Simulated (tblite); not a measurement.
Species: C7H11OPSi.
Z-matrix (Å and degrees, GFN2-xTB geometry), rows numbered from 1:
```
C 
C   1  1.3213
P   2  1.8190  1  118.38
O   3  1.4687  2  112.72  1    -0.02
C   3  1.8028  2  106.11  1  -126.42
C   5  1.3279  3  122.59  2   -97.56
C   6  1.4813  5  125.74  3     4.67
Si  7  1.9320  6  108.95  5    98.38
C   7  1.4813  6  115.89  5   -24.86
C   9  1.3279  7  125.74  6    24.86
H   1  1.0790  2  119.27  3    -0.00
H   1  1.0787  2  123.34  3   179.99
H   2  1.0798  1  122.96  3  -179.99
H   5  1.0821  3  115.28  2    88.87
H   6  1.0845  5  119.59  3  -176.32
H   7  1.0952  6  108.64  5  -147.44
H   8  1.4623  7  107.36  6   175.94
H   8  1.4623  7  107.34  6    56.75
H   8  1.4589  7  109.49  6   -63.66
H   9  1.0845  7  114.71  6  -156.07
H  10  1.0821  3  115.26  2   -88.91
```

Computed with GFN2-xTB (tblite): harmonic, unscaled wavenumbers at the GFN2-xTB geometry, gas phase. Errors from tens to a few hundred cm⁻¹ against measured bands are possible. Modes of hydrogen on silicon can be 10 to 20 % off. One conformer, not necessarily the lowest.

Harmonic wavenumbers (cm⁻¹): 67.0, 73.8, 85.5, 108.5, 117.8, 200.2, 205.1, 273.6, 306.0, 330.6, 372.4, 430.0, 471.3, 485.8, 528.4, 541.8, 556.4, 627.5, 668.8, 736.4, 738.6, 764.6, 767.8, 780.7, 785.5, 810.3, 828.2, 904.6, 914.9, 915.4, 945.7, 970.8, 1009.3, 1055.1, 1088.9, 1152.7, 1175.4, 1224.8, 1257.2, 1300.2, 1326.3, 1332.7, 1377.5, 1647.6, 1659.4, 1673.9, 2283.6, 2284.1, 2312.7, 2919.9, 3021.3, 3023.3, 3044.3, 3044.7, 3063.0, 3078.9, 3109.8.

A = 1712, B = 700.0, C = 629.8 MHz; mass 170.032 u (most abundant isotopes); point group Cs, symmetry number 1.

Q: Zero-point energy?

A: ½Σν̃ = 33390 cm⁻¹ = 399.43 kJ/mol.

Q: Entropy at 500 K, 1 bar (ideal gas, RRHO, classical rotation)?

A: Translation 183.66, rotation 133.78, vibration 257.75: S = 575.2 J/(mol K).

Q: And Cp and H(500 K) − H(0)?

A: Cp = 288.28 J/(mol K), of which vibrations give 255.02 (their classical limit is 57 R = 473.9); H(500 K) − H(0) = 83.99 kJ/mol without the zero-point energy, 67.36 from vibrations.

Q: What must be added to the electronic energy to get the Gibbs energy at 500 K and 1 bar?

A: ZPE + [H(500 K) − H(0)] − T·S = 399.43 + 83.99 − 287.59 = 195.83 kJ/mol.

Q: How do the functions run with temperature in this model?

A: 
| T (K) | S (J/(mol K)) | Cp (J/(mol K)) | H − H(0) (kJ/mol) | G − H(0) (kJ/mol) | ln q(vib) |
| --- | --- | --- | --- | --- | --- |
| 150 | 345.1 | 114.4 | 10.89 | -40.87 | 3.40 |
| 250 | 416.8 | 172.0 | 25.19 | -79.02 | 6.61 |
| 298.15 | 449.5 | 199.0 | 34.13 | -99.88 | 8.18 |
| 400 | 515.2 | 249.1 | 57.04 | -149.05 | 11.53 |
| 600 | 630.6 | 319.3 | 114.42 | -263.93 | 18.00 |
| 900 | 773.3 | 382.8 | 220.62 | -475.31 | 26.99 |

q(vib) and H(0) count from the zero-point level.

Hindered rotation and anharmonicity are outside this model. Other conformers, if any are populated, would add a mixing term that is left out.
